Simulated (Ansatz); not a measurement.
Single points on the cluster K₂Te.

```yaml
crystal:
  periodic: [false, false, false]
  atoms:
    - {symbol: K, position_ang: [2.532332, 0.906160, -0.318857]}
    - {symbol: K, position_ang: [-2.256364, -0.681682, 1.334028]}
    - {symbol: Te, position_ang: [-0.275968, -0.224477, -1.015171]}
basis:
  gaussian: {orbitals: def2-TZVP, initial_orbitals: start.molden}
hamiltonian: {xc: pbe}
correlation: {method: rpa}
scf: {omitted_lower_state_checks: [starts]}
```

The file start.molden holds the orbitals of an earlier run on this structure, at another level or in another basis.

```sh
$ ansatz run in.yaml --threads 4 --pin off --events-out ev --progress --plain --max-ram 3916MiB
```

It prints (some lines left out):

```
Functional definition: PBE
1128 factors; integrals over basis functions are off by at most 2.3e-4 eV
mean field evaluation 1: about -39932.8944 eV, gradient 6.7e0 eV
mean field evaluation 2: about -39932.9550 eV, gradient 1.4e-1 eV
mean field evaluation 4: about -39932.9543 eV, gradient 4.1e-4 eV
mean field evaluation 8: about -39932.9543 eV, gradient 1.8e-6 eV
mean field -39932.95431448 eV, -1467.5090035284 hartree, gradient 1.7e-6 eV, S^2 0.000000; 0 other end points of the search recorded, 0 dependent functions left out
14 core orbitals not correlated: weight in the atoms' cores, before any rotation towards them, 1.000 or more for the frozen orbitals, at most 0.000 for the correlated occupied ones
reference -39874.79383611 eV, -1465.3716453711 hartree; 17, 17 occupied and 85, 85 virtual orbitals, 1128 factors
Total energy: -39904.41681355 eV, -1466.4602697129 hartree
Checks for a lower state left out: starts
```

Hardware: 4 threads of Arm Neoverse V1 on a shared host. Wall time 2.7 s.

As the first input, with `gaussian: {orbitals: def2-SVP, initial_orbitals: start.molden}`, `hamiltonian: {xc: pbe0, dispersion: d4}`, `output: {orbitals: {seedname: orbitals}}` and without the key `correlation` (abridged; 1.2 s):

```
Functional definition: PBE0
mean field -39931.56403881 eV, -1467.4579118400 hartree, gradient 1.4e-5 eV, S^2 0.000000
Total energy: -39931.61516968 eV, -1467.4597908650 hartree
Checks for a lower state left out: starts
```

First input, but with `gaussian: {orbitals: def2-SVP, initial_orbitals: start.molden}`, `hamiltonian: {xc: pbe, dispersion: d4}`, `output: {orbitals: {seedname: orbitals}}` and without the key `correlation` (abridged; 0.95 s):

```
Functional definition: PBE
mean field -39928.34694255 eV, -1467.3396857330 hartree, gradient 7.9e-6 eV, S^2 0.000000
Total energy: -39928.40572537 eV, -1467.3418459618 hartree
Checks for a lower state left out: starts
```

First input, but with `hamiltonian: {xc: {name: wB97M-V}}`, `output: {orbitals: {seedname: orbitals}}` and without the key `correlation` (abridged; 6 s):

```
Functional definition: wB97M-V
mean field -39942.90848945 eV, -1467.8748127113 hartree, gradient 1.9e-5 eV, S^2 0.000000
Total energy: -39942.90853997 eV, -1467.8748145679 hartree
Checks for a lower state left out: starts
```

As the first input, with `gaussian: {orbitals: def2-TZVPD, initial_orbitals: start.molden}`, `hamiltonian: {xc: pbe0, dispersion: d4}`, `output: {orbitals: {seedname: orbitals}}` and without the key `correlation` (abridged; 2.1 s):

```
Functional definition: PBE0
mean field -39936.09536634 eV, -1467.6244350554 hartree, gradient 1.2e-5 eV, S^2 0.000000
Total energy: -39936.14644296 eV, -1467.6263120866 hartree
Checks for a lower state left out: starts
```

As the first input, with `gaussian: {orbitals: def2-TZVPD, initial_orbitals: start.molden}`, `hamiltonian: {xc: r2scan, dispersion: d4}`, `output: {orbitals: {seedname: orbitals}}` and without the key `correlation` (abridged; 3.4 s):

```
Functional definition: r2SCAN
mean field -39945.96062704 eV, -1467.9869766991 hartree, gradient 6.8e-6 eV, S^2 0.000000
Total energy: -39945.97033685 eV, -1467.9873335281 hartree
Checks for a lower state left out: starts
```

The first input with `hamiltonian: {xc: {name: r2SCANh}, dispersion: d4}`, `output: {orbitals: {seedname: orbitals}}` and without the key `correlation` (abridged; 3.1 s):

```
Functional definition: r2SCANh
mean field -39945.68226542 eV, -1467.9767470981 hartree, gradient 6.1e-6 eV, S^2 0.000000
Total energy: -39945.69421676 eV, -1467.9771863019 hartree
Checks for a lower state left out: starts
```

Geometry: PBE-D4/def2-TZVP.

In the def2 sets Te takes a core potential; there is no spin–orbit coupling. Correlated methods freeze 14 core orbitals; core or outer-core shells of K, Te are correlated, in sets that lack core-valence functions. The structure comes from a short search, and lower isomers may exist.
